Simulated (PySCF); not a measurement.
**NMR data sheet: C₂H₉NSi₃**

```
Formula                               : C2H9NSi3
SMILES                                : C[Si]([SiH3])([SiH3])C#N
Point group of the computed structure : Cs
Degrees of unsaturation               : 2
Carbon signals                        : 2
Proton signals                        : 2
```

Atoms are numbered as in `[CH3:1][Si:2]([SiH3:3])([SiH3:4])[C:5]#[N:6]`; H(Xn) means a hydrogen on atom n.

All values are calculated (PySCF 2.14.0 with density-fitted response routines): geometry from GFN2-xTB, PBE0/pcSseg-1 with gauge-including orbitals. Non-relativistic Hamiltonian, isolated molecule, single conformer, one averaged value for each set of equivalent atoms.

Referencing at the same level of theory: 1H, 13C, 29Si vs TMS; 15N vs NH3.

| carbon | δC, type | δH (multiplicity) | HMBC from (2–3 bonds) | span of the C tensor (ppm) |
| --- | --- | --- | --- | --- |
| C1 | -2.2, CH3 | 0.58 (s) | H(Si3)/H(Si4) | 10 |
| C5 | 126.1, C | – | H(Si3)/H(Si4), H(C1) | 347 |

Other nuclei:
```json
{"atoms": "H(Si3)/H(Si4)", "nucleus": "1H", "environment": "hydrogen on a silicon bonded to Si", "δ (ppm)": "3.65", "σ (ppm)": "28.07"}
{"atoms": "Si2", "nucleus": "29Si", "environment": "silicon bonded to 2 C, 2 Si", "δ (ppm)": "-73.6", "σ (ppm)": "422.8"}
{"atoms": "Si3/Si4", "nucleus": "29Si", "environment": "silicon bonded to Si, 3 H", "δ (ppm)": "-108.5", "σ (ppm)": "457.7"}
{"atoms": "N6", "nucleus": "15N", "environment": "nitrile nitrogen", "δ (ppm)": "368.8", "σ (ppm)": "-101.1"}
```

Carbon types of the structure: 1 × C, 1 × CH3, leaving 6 H on heteroatoms. δC 126.1: nitrile carbon; typical of a nitrile. δC -2.2: methyl carbon bonded to Si; an electropositive neighbour leaves it electron-rich and shielded. δH 3.65: hydrogen on a silicon bonded to Si. δH 0.58: hydrogen on a methyl carbon bonded to Si; an electropositive neighbour shields it, as in TMS itself.

Shifts are as computed. Against solution values, carbons near 30 ppm lie about +3 ppm off and those near 130 ppm about +5 ppm. Of 1309 compounds with measured shifts, 239 miss one by over three times the rms of a fit or turn the order of signals round; such compounds aren't used in these exercises. Experimental scales use liquid or dissolved standards, which lie at an offset from isolated NH3 (liquid NH3: subtract about 20 ppm). Unscaled 15N shifts of sp2 nitrogen come out 20 to 40 ppm too high even then. Multiplicities follow the n + 1 count of equivalent neighbours, as no J values were calculated; m marks all less simple cases, F and P coupling included.
